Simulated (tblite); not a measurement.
Input of a run (GFN2-xTB geometry optimisation, gas phase (tblite 0.8.0)), started from a force field or distance geometry:
```
{"job": {"kind": "relax", "xc": "GFN2-xTB", "basis": "xTB"}, "charge": 0, "multiplicity": 2}
F      1.032800     2.619800    -0.068200
C      0.604200     1.319400    -0.063600
C     -0.686300     1.098600     0.014800
C     -1.547300    -0.075500     0.039400
C     -0.890700    -1.379300     0.157700
C      0.376000    -1.782800     0.114900
C      1.600000    -0.992000    -0.046900
C      1.679700     0.330200    -0.109600
H     -1.254800     2.040600     0.046800
H     -2.123900    -0.098300    -0.917500
H     -2.336600    -0.021000     0.853500
H     -1.597000    -2.216800     0.286700
H      2.475000    -1.587700    -0.093500
H      2.668200     0.744300    -0.236600
```

Output (eV, eV/Å):
```
step      E/eV     max force
  0    -615.12926    3.390
  1    -615.36868    1.590
  2    -615.41807    0.960
  3    -615.44986    0.515
  4    -615.47785    0.362
  5    -615.48404    0.188
  6    -615.48869    0.161
  7    -615.49294    0.176
  8    -615.49701    0.204
  9    -615.50108    0.133
 10    -615.50381    0.134
 11    -615.50608    0.134
 12    -615.50915    0.159
 13    -615.51349    0.199
 14    -615.51928    0.253
 15    -615.52747    0.383
 16    -615.54002    0.512
 17    -615.55816    0.558
 18    -615.58635    0.608
 19    -615.61737    0.498
 20    -615.65088    0.536
 21    -615.68227    0.601
 22    -615.70246    0.989
 23    -615.74497    0.537
 24    -615.77733    0.317
 25    -615.79079    0.344
 26    -615.80083    0.347
 27    -615.81359    0.328
 28    -615.82444    0.227
 29    -615.83120    0.197
 30    -615.83555    0.183
 31    -615.83915    0.171
 32    -615.84331    0.168
 33    -615.84881    0.209
 34    -615.85456    0.167
 35    -615.86000    0.196
 36    -615.86596    0.206
 37    -615.87444    0.240
 38    -615.88584    0.292
 39    -615.89729    0.262
 40    -615.90475    0.245
 41    -615.91007    0.299
 42    -615.91562    0.195
 43    -615.92352    0.169
 44    -615.92887    0.174
 45    -615.93343    0.172
 46    -615.93692    0.138
 47    -615.94092    0.166
 48    -615.94483    0.124
 49    -615.94811    0.125
 50    -615.95053    0.109
 51    -615.95302    0.129
 52    -615.95538    0.135
 53    -615.95716    0.109
 54    -615.95860    0.082
 55    -615.95951    0.058
 56    -615.96002    0.055
 57    -615.96030    0.042
 58    -615.96048    0.029
 59    -615.96060    0.020
 60    -615.96067    0.019
 61    -615.96071    0.018
 62    -615.96074    0.013
 63    -615.96076    0.007
```

Task: Summarise the run.

Result: The energy falls by 19.2 kcal/mol over 63 L-BFGS steps, the largest force on an atom goes from 3.39 to 0.007 eV/Å, and the atoms move by 0.593 Å rms after alignment. The bond that changes most is C6–C7 (ends: carbon bonded to 2 C; carbon bonded to 2 C and H), which shortens by 0.110 Å. Bonds longer at the end by more than 0.005 Å: 5 of 14; shorter: 7. Among the angles that change most is C4–C5–C6, from 134.0° to 114.9°. Among the dihedrals that turn most is H10–C4–C5–H12, from -66° to -135°. The energy never rose by more than 1e-5 eV on the way. The first step brought 29 % of the lowering.

Task: What are the final bond lengths?

Result: F1–C2 1.368 Å, C2=C3 1.355 Å, C3–C4 1.497 Å, C4–C5 1.522 Å, C5=C6 1.302 Å, C6–C7 1.356 Å, C7=C8 1.389 Å, C2–C8 1.417 Å, C3–H9 1.081 Å, C4–H10 1.093 Å, C4–H11 1.088 Å, C5–H12 1.076 Å, C7–H13 1.079 Å, C8–H14 1.080 Å. Numbering counts from 1 in the input's order; the species is `FC1=CCC=[C]C=C1` [radical].

Hardware: one thread, Arm Neoverse V1 (aarch64), on a shared host. Cost: 0.36 s.

Its GFN2-xTB frequencies are all real (lowest 145 cm⁻¹). 2 starts were optimised and ended at 0.00 and 11.05 kcal/mol (GFN2-xTB); the lowest of these is shown.

One conformer stands for the species.

The numbers are calculated, not measured.
